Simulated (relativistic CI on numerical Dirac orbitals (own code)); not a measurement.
## Zn15+: sensitivity of the levels to the model

Base calculation: Dirac-Coulomb-Breit CI, KLI orbitals optimised for each configuration, QED by a radiative potential, unscaled Slater integrals.

CI space (outside the closed core [Ne]): 3s²3p³, 3s3p⁴, 3s²3p²3d, 3p⁵, 3s3p³3d, 3p⁴3d, 3s3p²3d², 3s²3p²4s, 3s²3p3d4p, 3p⁴4s, 3s²3p²4p, 3p⁴4p, 3s3p²3d4s, 3s²3p²4d, 3s3p³4s, 3s²3p²4f, 3s3p³4p, 3p³3d4p, 3s3p³4d, 3s3p³4f, 3s²3p²5s, 3s²3p²5p, 3s²3p4s4p, 3s²3p²5d, 3s²3p²5f, 3s²3p²5g, 3s3p²4s², 3s3p³5s, 3s²3p3d², 3s²3d³, 3s3p3d³, 3s²3d²4s, 3s²3d²4p, 3s²3d²4d, 3p³3d², 3p²3d³, 3p²3d²4s, 3p²3d²4p, 3p²3d²4d, 3s²3p3d4s, 3s3p3d²4s, 3s²3d4s², 3s²3d4s4p, 3s²3d4s4d, 3s3p²3d4p, 3s3p3d²4p, 3s3p3d4s4p, 3s3p3d4p², 3s3p3d4p4d, 3p³3d4s, 3p²3d4s², 3p²3d4s4p, 3p²3d4s4d, 3s²3p4s², 3s3p3d4s², 3s²4s²4p, 3s²4s²4d, 3s²3p4p², 3s²3d4p², 3s²4s4p², 3s²4p³, 3s²4p²4d, 3s3p²4s4p, 3s3p4s²4p, 3s3p4s4p², 3s3p4s4p4d. Double excitations out of closed p, d and f shells are left out; levels of such configurations are missing from the list, as are those of other unlisted configurations, and high levels can miss mixing partners. These lack a partner that the ground configuration has and come out too high: 3s²3p²4f, 3s3p³4d, 3s3p³4f, 3s²3p²5s, 3s²3p²5p.

The lowest level and the first level of each name with at least 55 % of one term (blank where a level has no safe partner in the second run):

```tsv
Level	Base (cm⁻¹)	Shift (cm⁻¹)
3s²3p³ ⁴S°3/2	0	0
3s²3p³ ²D°3/2	52725	+4037
3s²3p³ ²D°5/2	64772	+3620
3s²3p³ ²P°1/2	101177	+8819
3s²3p³ ²P°3/2	119848	+8321
3s3p⁴ ⁴P5/2	359986	-12740
3s3p⁴ ⁴P3/2	380817	-12573
3s3p⁴ ⁴P1/2	388600	-12388
3s3p⁴ ²D3/2	449629	-6686
3s3p⁴ ²D5/2	455832	-6910
3s²3p²3d ⁴F3/2	547440	-7840
3s²3p²3d ⁴F5/2	555830	-7658
3s²3p²3d ⁴F7/2	568686	-7708
3s²3p²3d ²F5/2	572941	-4935
```

At this charge energies of transitions that change n are usually good to better than 1 %, and those within a shell (Δn = 0) to a few per cent.

Q: One thing was changed in a second run, which moved the levels as shown. Which?
A. Breit term removed
B. only the first 3 configurations
C. QED terms removed
D. non-relativistic limit

A: B. Only the first 3 configurations. With fewer configurations the levels that remain lose their mixing partners.

LS names give the leading component of a level, which can be under half, so a name can repeat, a term be missing and a line seem to break the LS rules.
